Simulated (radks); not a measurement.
Task: Species: the lead ion Pb4+. Configuration: [Xe] 4f14 5d9.75 6p0.25 (fractional occupations, a model configuration). All-electron calculation, Dirac Kohn-Sham, revPBE, spin-unpolarised, spherical densities, finite nucleus; open shells fill j = l - 1/2 first; Fermi nuclear charge, rms radius 5.5012 fm. Program: a radial shooting solver on a logarithmic mesh with Libxc functionals.

Spin-orbit splittings of the eigenvalues, e(l+1/2) - e(l-1/2), with zeta = 2 splitting/(2l+1) and mean radii in bohr:

| shell | occ. | splitting (eV) | zeta (eV) | <r> j=l-1/2 | <r> j=l+1/2 |
|---|---|---|---|---|---|
| 2p | 6 | 2189 | 1459 | 0.05488 | 0.06380 |
| 3p | 6 | 488.4 | 325.6 | 0.1644 | 0.1807 |
| 3d | 10 | 104.0 | 41.58 | 0.1570 | 0.1619 |
| 4p | 6 | 119.6 | 79.70 | 0.3853 | 0.4198 |
| 4d | 10 | 22.32 | 8.929 | 0.4245 | 0.4355 |
| 4f | 14 | 5.034 | 1.438 | 0.4506 | 0.4569 |
| 5p | 6 | 22.42 | 14.95 | 0.9111 | 1.000 |
| 5d | 9.75 | 2.754 | 1.102 | 1.231 | 1.269 |
| 5f | 0 | ? | ? | 2.941 | 2.962 |
| 6p | 0.25 | 3.265 | 2.177 | 2.297 | 2.496 |

Estimate the 5f splitting.

Result: 0.06940 eV (zeta = 0.01983 eV).
